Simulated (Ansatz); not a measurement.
Si5Ge3. The state is a singlet with charge 0. Geometry r2SCAN-D4/def2-SVP.

| atom | x (Å) | y (Å) | z (Å) |
| --- | --- | --- | --- |
| Si1 | -0.268 | 0.484 | -1.236 |
| Si2 | 0.389 | -1.769 | -0.686 |
| Si3 | 0.432 | -0.209 | 1.269 |
| Si4 | 2.016 | 0.568 | -0.552 |
| Si5 | -1.748 | -0.771 | 0.373 |
| Ge6 | 2.366 | -1.515 | 0.846 |
| Ge7 | -0.711 | 1.941 | 0.894 |
| Ge8 | -2.477 | 1.272 | -0.910 |

The 6-31G sets use Cartesian d functions. The structure comes from a short search, and lower isomers may exist.

Problem. Estimate the orbital energies around the gap (eV) in Ansatz with HF/STO-3G, HF/6-31G, PBE-D4/def2-TZVP, PBE0-D4/def2-SVP, PBE0-D4/def2-TZVP.

Solution. 
| orbital | HF/STO-3G | HF/6-31G | PBE-D4/def2-TZVP | PBE0-D4/def2-SVP | PBE0-D4/def2-TZVP |
| --- | --- | --- | --- | --- | --- |
| HOMO−9 | -10.57 | -13.82 | -9.13 | -10.51 | -10.37 |
| HOMO−8 | -8.38 | -12.33 | -8.48 | -9.69 | -9.54 |
| HOMO−7 | -7.01 | -10.74 | -7.23 | -8.38 | -8.21 |
| HOMO−6 | -6.51 | -10.35 | -7.19 | -8.37 | -8.18 |
| HOMO−5 | -5.83 | -9.75 | -6.92 | -7.94 | -7.75 |
| HOMO−4 | -5.71 | -9.45 | -6.41 | -7.42 | -7.26 |
| HOMO−3 | -5.22 | -9.00 | -6.32 | -7.31 | -7.15 |
| HOMO−2 | -4.37 | -8.36 | -5.82 | -6.78 | -6.63 |
| HOMO−1 | -4.00 | -7.70 | -5.36 | -6.23 | -6.11 |
| HOMO | -3.29 | -7.14 | -5.06 | -5.90 | -5.78 |
| LUMO | 4.46 | -0.64 | -3.67 | -3.17 | -3.06 |
| LUMO+1 | 5.01 | -0.16 | -3.17 | -2.65 | -2.54 |
| LUMO+2 | 5.14 | 0.15 | -2.76 | -2.29 | -2.18 |
| LUMO+3 | 6.04 | 0.55 | -2.49 | -1.94 | -1.87 |
| LUMO+4 | 6.24 | 0.80 | -2.44 | -1.91 | -1.84 |
| LUMO+5 | 7.99 | 1.20 | -1.74 | -1.03 | -1.07 |
